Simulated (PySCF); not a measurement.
sulfur difluoride cation (F₂S), SMILES FSF (connectivity only; charge and spin as stated), charge +1, multiplicity 2.

Geometry: PBE-D3(BJ)/def2-TZVP. The multiplicity is an assumed one; other spin states were not compared.

Computed with PBE-D3(BJ)/def2-TZVP (PySCF).

Frequencies are harmonic and unscaled.

Computed vibrational spectrum:
| mode | ν (cm⁻¹) | IR (km/mol) | moving atoms (share of kinetic energy) |
|---|---|---|---|
| 1 | 377 | 11.7 | F 80 %, S 20 % |
| 2 | 926 | 61.7 | F 66 %, S 34 % |
| 3 | 952 | 146.7 | F 58 %, S 42 % |
